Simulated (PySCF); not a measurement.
**Excitation energy of Be by level of theory**

Be [He] 2s2 (1S) → Be [He] 2s1 2p1 (3P), as a difference of total energies. All numbers are calculated (PySCF 2.14, the spin-free X2C one-electron Hamiltonian (Gaussian nucleus), in aug-cc-pCVTZ-DK (7s6p4d2f, 59 functions)). Correlated levels: valence: 1s2 frozen. The calculations carry no spin-orbit coupling.

```csv
method,excitation energy (eV),error (eV)
UHF,1.620,-1.105
MP2 (valence),2.327,-0.398
SCS-MP2 (valence),2.533,-0.192
CCSD (valence),2.733,+0.008
```

Reference: 2.725 eV (measured; NIST levels, between the centres of gravity of the two terms).

Errors of the correlated levels include the incompleteness of this basis and the frozen core.

With two correlated electrons CCSD is exact in that space.
